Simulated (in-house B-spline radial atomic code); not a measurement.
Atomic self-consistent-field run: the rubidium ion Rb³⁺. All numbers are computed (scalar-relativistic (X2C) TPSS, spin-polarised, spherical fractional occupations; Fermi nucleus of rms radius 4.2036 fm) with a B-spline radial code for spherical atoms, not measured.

Command:
```bash
python run_scf.py task.json out
```
Settings (nuclear radius in fm, mass in u):
```
Z                37
configuration    [Ar] 3d10 4s2 4p4
hamiltonian      x2c
method           tpss,tpss
spin_polarised   True
nucleus          fermi
rms_radius       4.2036
atomic_mass      84.91179
speed_of_light   137.035999084
```

Output (hartree, bohr):
```
 radial grid: 69 intervals, B-splines of order 8, outer radius 28.1081 bohr

 iter        energy (Eh)    residual
    1       -2978.309888    5.43e-02
    2       -2978.312256    2.09e-03
    3       -2978.312309    4.60e-04
    4       -2978.312309    2.43e-04
    5       -2978.312309    1.50e-05
    6       -2978.312309    4.93e-06
    7       -2978.312309    1.05e-06
    8       -2978.312309    1.07e-07

 total energy                     -2978.31231
 kinetic                            3062.9721
 electron-nucleus                  -7147.7931
 Hartree                            1206.9498
 exchange-correlation               -100.4411

 orbital      occ     eigenvalue          <r>       <r^2>       <1/r>       r_max
 1s up      1.000      -553.9001    0.0398337  0.00214925     38.8737     0.02577
 1s down    1.000      -553.8920    0.0398333  0.00214921     38.8739     0.02577
 2s up      1.000       -75.1889     0.177336   0.0371448     8.61115      0.1493
 2s down    1.000       -75.1859     0.177332   0.0371426       8.611      0.1493
 2p up      3.000       -66.7521     0.154896   0.0293649     8.25918      0.1194
 2p down    3.000       -66.7453     0.154899   0.0293653     8.25889      0.1194
 3s up      1.000       -12.3256     0.509745    0.298555      2.8416      0.4503
 3s down    1.000       -12.3162     0.509738     0.29847     2.84078      0.4505
 3p up      3.000        -9.6085     0.518212    0.313888      2.6603       0.446
 3p down    3.000        -9.5977      0.51804     0.31354     2.66025      0.4461
 3d up      5.000        -5.1295     0.524866    0.337346     2.39043      0.3934
 3d down    5.000        -5.1162     0.523646    0.335262     2.39336      0.3934
 4s up      1.000        -2.4060      1.39292     2.19106    0.961997        1.24
 4s down    1.000        -2.3119      1.39322      2.1971    0.965318       1.235
 4p up      3.000        -1.7622      1.56618     2.79014    0.841614       1.368
 4p down    1.000        -1.6713      1.57892      2.8448    0.837354       1.372
```

Cost of the run: 0.68 s on 1 thread of Intel(R) Xeon(R) Platinum 8488C, with other jobs on the host.

One-electron X2C: radii and densities carry no picture-change correction, so inner-shell <1/r> comes out high (for 1s by about 2 % at Z = 33, 5 % at 54, 10 % at 75, 30 % at 118) and <r> low.
